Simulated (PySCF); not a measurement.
Predicted microwave data (PBE0/pcSseg-1 in PySCF (dipole) on a GFN2-xTB geometry, gas phase) for one isomer of C8H14S:

* Rotational constants: A = 3039, B = 866.2, C = 732.1 MHz
* Dipole components: |μa| = 0.62 D, |μb| = 1.90 D, |μc| = 0.03 D
* Inertial defect: -59.46 u·Å²
* κ: -0.88

Question: Which candidate fits, each taken in the one conformer that was computed?
A. `[CH2:1]=[CH:2]/[C:3]([CH2:4][CH3:5])=[C:6](/[CH3:7])[S:8][CH3:9]` with C1–C2–C3–C4 -2°, C2–C3–C4–C5 -88°, C3–C6–S8–C9 143°
B. `[CH:1]#[C:2][CH2:3][CH2:4][C@@H:5]([CH2:6][CH3:7])[S:8][CH3:9]` with C2–C3–C4–C5 179°, C3–C4–C5–C6 176°, C4–C5–C6–C7 -173°, C4–C5–S8–C9 -65°
C. `[CH3:1][S:2][C@@H:3]1[CH2:4][CH2:5][C:6]2([CH2:7][CH2:8]2)[CH2:9]1` with C1–S2–C3–C4 -71°, S2–C3–C4–C5 -161°, C3–C4–C5–C6 34°, C4–C5–C6–C7 -160°, C5–C6–C7–C8 -110°
D. `[CH2:1]1[CH2:2][CH2:3][CH:4]([C@@H:5]2[CH2:6][CH2:7][S:8]2)[CH2:9]1` with C3–C4–C5–C6 -73°, C9–C1–C2–C3 38°, C1–C2–C3–C4 -40°, C2–C3–C4–C5 -93°, C4–C5–C6–C7 -128°
E. `[CH3:1][CH2:2]/[C:3]([CH3:4])=[C:5](/[CH3:6])[C:7]([CH3:8])=[S:9]` with C1–C2–C3–C4 82°, C3–C5–C7–C8 -147°

Answer: D. It is C1CCC([C@@H]2CCS2)C1, an asymmetric top, point group C1. The candidates at the same level (rigid rotor, commonest isotopes):

```json
{"SMILES": "C#CCC[C@@H](CC)SC", "A (MHz)": "2213", "B (MHz)": "700.4", "C (MHz)": "603.7", "μa (D)": "0.66", "μb (D)": "0.76", "μc (D)": "1.29", "Δ (u·Å²)": "-112.67", "point group": "C1", "rotor": "asymmetric top"}
{"SMILES": "C=C/C(CC)=C(/C)SC", "A (MHz)": "1986", "B (MHz)": "908.9", "C (MHz)": "693.9", "μa (D)": "0.48", "μb (D)": "1.87", "μc (D)": "0.76", "Δ (u·Å²)": "-82.19", "point group": "C1", "rotor": "asymmetric top"}
{"SMILES": "C1CCC([C@@H]2CCS2)C1", "A (MHz)": "3039", "B (MHz)": "866.2", "C (MHz)": "732.1", "μa (D)": "0.62", "μb (D)": "1.90", "μc (D)": "0.03", "Δ (u·Å²)": "-59.46", "point group": "C1", "rotor": "asymmetric top"}
{"SMILES": "CC/C(C)=C(/C)C(C)=S", "A (MHz)": "1638", "B (MHz)": "1209", "C (MHz)": "753.8", "μa (D)": "1.48", "μb (D)": "2.96", "μc (D)": "0.41", "Δ (u·Å²)": "-56.11", "point group": "C1", "rotor": "asymmetric top"}
{"SMILES": "CS[C@@H]1CCC2(CC2)C1", "A (MHz)": "3615", "B (MHz)": "724.0", "C (MHz)": "660.5", "μa (D)": "0.32", "μb (D)": "1.48", "μc (D)": "0.81", "Δ (u·Å²)": "-72.68", "point group": "C1", "rotor": "near-prolate asymmetric top"}
```

`C=C/C(CC)=C(/C)SC` has A 35 % too low; `CS[C@@H]1CCC2(CC2)C1` has A 19 % too high; `C#CCC[C@@H](CC)SC` has A 27 % too low; `CC/C(C)=C(/C)C(C)=S` has A 46 % too low. No structure here is proved a minimum.
